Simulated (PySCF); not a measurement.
# From computed data to an observable: chemical shift, span and skew from a shielding tensor

C₂H₆F₂Si₂, SMILES F/C=C(/[SiH3])[SiH2]F. Atoms are numbered in the order given.

```xyz
12

F     -0.3034     2.5609     0.0000
C      0.6640     1.6213     0.0000
C      0.3735     0.3154     0.0000
Si     1.7627    -0.9477     0.0000
Si    -1.4127    -0.2313     0.0000
F     -1.3561    -1.8679     0.0000
H      1.6549     2.0882     0.0000
H      3.0623    -0.2190     0.0000
H      1.6832    -1.8093     1.2087
H      1.6832    -1.8093    -1.2087
H     -2.1357     0.1994     1.2205
H     -2.1357     0.1994    -1.2205
```
Charge 0, spin multiplicity 1.

The structure is a stationary point at TPSSh-D3(BJ)/def2-SVP. The structure was generated by enumeration; whether it is a known compound was not checked. Other conformers were not sampled.

GIAO shieldings from PBE/pcSseg-1 (PySCF), non-relativistic, no solvent. The symmetric part of the tensor of C2 has the principal values -95.6, 58.6, 70.5 ppm. The same nucleus in TMS has σ = 182.0 ppm at this level (PySCF, at its B3LYP-D3(BJ)/def2-TZVP geometry).

**Question.** Work out the isotropic shielding, the ¹³C shift against TMS, the span and the skew.

**Answer.** 
σ(iso) = (σ11 + σ22 + σ33)/3 = 11.2 ppm. δ = σ(ref) − σ(iso) = 182.0 − (11.2) = 170.8 ppm.
Span Ω = σ33 − σ11 = 166.1 ppm. Skew κ = 3(σ(iso) − σ22)/Ω = -0.86. Tumbling in solution averages the tensor to δ; in a static solid the shielding alone would spread this spin-1/2 line over Ω.
